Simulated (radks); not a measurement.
Values are calculated unless marked as measured or tabulated.
Fractional charge and spin in the 5p shell of dysprosium: the spin-up occupation runs from 2 to 3 and the spin-down occupation from 2 to 3; the fullest corner is Dy2+, [Kr] 4d10 4f(up 5, down 5) 5s2 5p(up 3, down 3). Code: a radial shooting solver on a logarithmic mesh with Libxc functionals. Model: scalar-relativistic Kohn-Sham, BLYP, spin-polarised, spherical densities, finite nucleus; Fermi nuclear charge, rms radius of each element as measured or else 0.836 A^(1/3) + 0.57 fm. Energy (eV) minus the two flat planes that join the four corners (they meet along the diagonal where the two added fractions sum to one electron); zero is where a piecewise linear energy would lie.

down \ up,2,2.25,2.5,2.75,3
2,0.000,-1.275,-1.694,-1.266,0.000
2.25,-1.275,-1.638,-1.157,0.159,-1.201
2.5,-1.694,-1.157,0.212,-1.097,-1.593
2.75,-1.266,0.159,-1.097,-1.542,-1.189
3,0.000,-1.201,-1.593,-1.189,0.000

Corners above the fullest one (they belong to Dy3+ and the next ion): (up 3, down 2) 45.512 eV, (up 2, down 3) 45.512 eV, (up 2, down 2) 105.03 eV. With half an added electron in each spin the energy lies 0.212 eV from the planes, and with half an added electron in spin up alone -1.694 eV. The planes are only a guide here: the flat-plane condition holds for ground states with one frontier orbital, while this shell lies below other occupied shells, so the corners above the fullest one are inner-hole states and not the ground states of those ions.
